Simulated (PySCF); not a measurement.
Polarisability and C₆ of Sc (scandium, neutral)

[Ar] 3d1 4s2, 2D determinant. All numbers are calculated (PySCF 2.14, the non-relativistic Hamiltonian (point nucleus), in aug-cc-pVDZ (7s6p4d2f, 59 functions)). Coupled (time-dependent) response in atomic units; α is the mean over directions. A double-zeta set is small for polarisabilities.

| method | mean α (bohr³) | α xx, yy, zz | C₆ (like pair) | S(−4) |
| --- | --- | --- | --- | --- |
| PBE | 126.1 | 122.7, 122.7, 133.0 | 1534 | 8829 |
| PBE0 | 129.7 | 125.5, 125.5, 138.1 | 1625 | 9001 |
| TPSSh | 138.3 | 132.3, 132.3, 150.3 | 1759 | 11010 |

S(−4) is the Cauchy moment in α(ω) = α(0) + S(−4) ω² + …

Reference α: 97 ± 10 bohr³ (recommended; Schwerdtfeger and Nagle, table of static dipole polarizabilities (2023 update)). Published C₆: 1383 (Chu and Dalgarno (2004); Tang, Norbeck and Certain (1976)).

α(iu) at TPSSh:

| u (hartree) | α(iu) (bohr³) |
| --- | --- |
| 0 | 138.3 |
| 0.0500 | 116.4 |
| 0.100 | 81.02 |
| 0.200 | 38.71 |
| 0.300 | 22.02 |
| 0.500 | 10.51 |
| 0.750 | 5.991 |
| 1.00 | 4.064 |
| 1.50 | 2.311 |
| 2.00 | 1.499 |
| 3.00 | 0.7686 |
| 5.00 | 0.3071 |

The components differ because the open shell of this determinant is not spherical; for a pure term their mean is the scalar polarisability.

⟨L²⟩ = 7.15 against 6 for a pure D term, so this real determinant mixes terms. ⟨S²⟩ = 1.09 against 0.75 shows spin contamination.
